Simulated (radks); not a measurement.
Results of a calculation; reference values are marked as such.
Spin polarisation of the 4s1 shell in the calcium ion Ca+. Start: [Ar] 4s(up 0.5, down 0.5); electrons of 4s are moved from spin down to spin up, other shells keep equal spins. Code: a radial shooting solver on a logarithmic mesh with Libxc functionals. Model: scalar-relativistic Kohn-Sham, PBE, spin-polarised, spherical densities, finite nucleus; Fermi nuclear charge, rms radius of each element as measured or else 0.836 A^(1/3) + 0.57 fm.

| moment (Bohr magnetons) | E - E(0) (eV) | e(4s up) (eV) | e(4s down) (eV) | 3p down minus up (eV) | 3s down minus up (eV) |
|---|---|---|---|---|---|
| 0 | 0.000 | -8.966 | -8.966 | 0.000 | 0.000 |
| 0.25 | -0.013 | -9.071 | -8.857 | 0.037 | 0.029 |
| 0.5 | -0.053 | -9.171 | -8.750 | 0.075 | 0.058 |
| 0.75 | -0.118 | -9.261 | -8.640 | 0.113 | 0.088 |

At moment 0.75 the spin-polarisation energy is -0.118 eV and the 4s exchange splitting 0.621 eV, that is 0.828 eV per Bohr magneton; E = -I m^2/4 would give I = 0.841 eV.
